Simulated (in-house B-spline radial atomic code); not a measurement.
**How G0W0 and RPA depend on the start: Bi³⁺**

Configuration [Xe] 4f14 5d10 6s2. Computed with a B-spline radial code for spherical atoms: all electrons, scalar-relativistic (spin-free one-electron X2C), finite nucleus, each spin shell either full or empty, empty states to l = 9 with an (l + 1/2)⁻⁴ tail; G0W0 by contour deformation at full frequency.

Without the two-electron picture change, the correlation of inner shells comes somewhat too large for so heavy an element.

```
            start  mean-field 6s (eV)  G0W0 (eV)  QP weight  RPA correlation (Eh)
     Hartree-Fock              -42.90     -44.96      0.972               -6.8467
         LDA VWN5              -40.39     -45.43      0.955                -7.302
              PBE              -39.91     -45.36      0.954               -7.2948
             PBE0              -40.93     -45.23      0.961               -7.1731
           r2SCAN              -40.09          ?          ?                     ?
            HSE06              -40.54     -45.27      0.959               -7.1818
  B3LYP (VWN-RPA)              -40.93     -45.33      0.959               -7.1986
             SCAN              -40.34     -45.33      0.958               -7.2226
             TPSS              -39.73     -45.34      0.955                -7.276
        BHandHLYP              -41.94     -45.18      0.965               -7.0592
        CAM-B3LYP              -42.52     -45.28      0.965                -7.154
          LC-wPBE              -43.67     -45.18      0.969               -7.1663
            wB97X              -43.29     -45.16      0.968                -7.135
           PBEsol              -40.00          ?          ?                     ?
             BLYP              -39.94     -45.43      0.954               -7.2964
          r2SCAN0              -41.13     -45.20      0.963               -7.1194
LDA exchange-only              -38.97     -45.50      0.954               -7.3014
```

**Question.** What G0W0 level, weight and RPA correlation energy follow from the r2SCAN start?

**Answer.** G0W0 level -45.29 eV, weight 0.958, RPA correlation -7.2157 hartree.

**Question.** What G0W0 level, weight and RPA correlation energy follow from the PBEsol start?

**Answer.** G0W0 level -45.37 eV, weight 0.955, RPA correlation -7.298 hartree.

**Question.** How much of the dependence on the start does G0W0 remove?

**Answer.** The mean-field levels span 4.7 eV and the G0W0 levels 0.539 eV. Against 45.37 ± 0.06 eV (NIST, measured) the G0W0 removal energies are off by -0.41 to +0.13 eV, with spin-orbit coupling, Breit and QED terms left out.
